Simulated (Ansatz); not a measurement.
This geometry of Cl2GaH3O (7 atoms, charge 0, multiplicity 1) is a first-order saddle point.

All numbers below come from RKS revPBE/def2-SVP (Ansatz 0.2.0).

```xyz
7
Properties=species:S:1:pos:R:3
Ga 0.061 -0.308 -0.165
H 0.011 -0.060 1.658
Cl 1.897 0.443 -1.017
Cl -1.876 0.131 -1.038
O 0.177 -2.070 0.669
H -0.614 -2.635 0.547
H 0.015 -1.049 1.544
```

Q: Which two structures does it join? (They come from a converged band through this point; their orientation in space is the band's.)

A: Bonds broken: Ga1–H2, O5–H7. Bonds formed: H2–H7. Cl2GaH3O becomes Cl2GaHO + H2.

Image 0:

```xyz
7
Properties=species:S:1:pos:R:3
Ga 0.112 0.105 0.142
H 0.051 0.807 1.545
Cl 1.880 0.244 -1.130
Cl -1.777 -0.254 -0.968
O 0.143 -2.003 0.722
H -0.645 -2.316 0.223
H -0.092 -2.129 1.663
```

Image 10:

```xyz
7
Properties=species:S:1:pos:R:3
Ga 0.094 -0.550 -1.045
H -0.136 -0.552 3.420
Cl 1.907 0.370 -1.738
Cl -1.829 0.041 -1.836
O 0.225 -1.831 0.214
H -0.656 -2.184 0.443
H 0.067 -0.841 2.739
```

Q: How far does it lie above each of them?

A: 29.2 kcal/mol above the first and 19.4 kcal/mol above the second. This is the barrier of this one path; another mechanism may lie lower. The orbitals stay closed-shell, which can raise the energy where a bond breaks towards radicals; this wasn't checked here.

The run took 2.6 min on 2 threads of Intel(R) Xeon(R) Platinum 8488C (Sapphire Rapids) (shared host), peak memory 0.16 GiB.
